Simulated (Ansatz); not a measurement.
Consider the formal exchange of groups at the In–C bond: `[NH2][InH][CH2][SeH]` + CH₃NH₂ → `N[CH2][InH][NH2]` + `C[SeH]`.

Isolated molecules relaxed with PBE0-D4/def2-TZVP in Ansatz; ΔE leaves out vibrations. CCSD(T)/CBS is the MP2 limit (def2-TZVPP, def2-QZVPP) plus CCSD(T) − MP2 in def2-TZVPP, frozen cores. Functionals use def2-TZVPP. B3LYP here is the variant with VWN-RPA as its local correlation; programs differ in this. def2 core potentials past Kr. For In, Se outer-core shells are correlated without core-valence functions, which leaves a few kJ/mol of doubt a bond. Scalar relativity is left out up to krypton. Each species was taken in one conformer, which may not be the lowest.

```
             level  ΔE (kcal/mol)  difference from CCSD(T)/CBS
            PBE-D4            2.9                         -2.9
         r2SCAN-D4            3.6                         -2.2
          B3LYP-D4            3.4                         -2.4
           ωB97X-V            4.7                         -1.1
            B2PLYP            4.2                         -1.6
            r2SCAN            3.6                         -2.2
              PBE0            4.0                         -1.8
    MP2/def2-TZVPP            6.0                          0.2
SCS-MP2/def2-TZVPP            5.7                         -0.1
   CCSD/def2-TZVPP            5.4                         -0.4
     HF/def2-QZVPP            5.9                          0.1
    MP2/def2-QZVPP            6.2                          0.4
SCS-MP2/def2-QZVPP            5.9                          0.1
      HF/CBS(def2)            5.9                          0.1
     MP2/CBS(def2)            6.4                          0.6
    CCSD/CBS(def2)            5.9                          0.1
       CCSD(T)/CBS            5.8                            0
```

Largest T1 diagnostic among the species: 0.014.

From PBE to PBE0 (25 % exact exchange), in def2-TZVPP and without D4, ΔE moves by +1.4 kcal/mol.

CCSD(T)/CBS has its own doubt, a few kJ/mol and more with outer-core shells, so smaller differences from it don't rank the levels.
